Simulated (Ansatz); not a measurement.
This geometry of CH$_{5}$BLiO (9 atoms, charge 1, multiplicity 1) is a first-order saddle point.

All numbers below come from RKS PBE/def2-SVP (Ansatz 0.2.0).

```xyz
9
Properties=species:S:1:pos:R:3
Li -2.768 0.784 0.049
B -0.648 0.088 0.023
C 0.666 0.913 -0.145
O -0.211 -1.363 0.175
H 1.240 0.572 -1.040
H 0.501 2.001 -0.260
H 1.341 0.776 0.735
H -0.854 -2.091 0.297
H 0.732 -1.679 0.166
```

(1) Which two structures does it join? (They come from a converged band through this point; their orientation in space is the band's.)

(2) How far does it lie above each of them?

## Answers

(1) No bond is made or broken. The dihedral O4–B2–C3–H5 goes from 128 to 5°. The two ends are copies of one structure, up to a mirror image or an exchange of like atoms.

Initial state:

```xyz
9
Properties=species:S:1:pos:R:3
Li -2.520 0.274 -1.298
B -0.587 -0.040 -0.226
C 0.726 0.791 -0.347
O -0.322 -1.134 0.788
H 1.028 0.875 -1.415
H 0.511 1.841 -0.040
H 1.612 0.442 0.234
H -0.998 -1.791 1.053
H 0.550 -1.258 1.251
```

Final state:

```xyz
9
Properties=species:S:1:pos:R:3
Li -2.618 0.739 0.845
B -0.608 0.050 0.160
C 0.696 0.889 0.000
O -0.265 -1.373 -0.231
H 1.588 0.378 -0.434
H 0.498 1.805 -0.599
H 0.985 1.276 1.005
H -0.914 -2.105 -0.205
H 0.637 -1.658 -0.541
```

(2) 0.032 eV above the first and 0.032 eV above the second. This is the barrier of this one path; another mechanism may lie lower. Limits of this set-up: the dipole of an ion depends on the origin.

Run time: 94 s on 1 thread of Arm Neoverse V1, with other jobs on the host, peak memory 0.24 GiB.
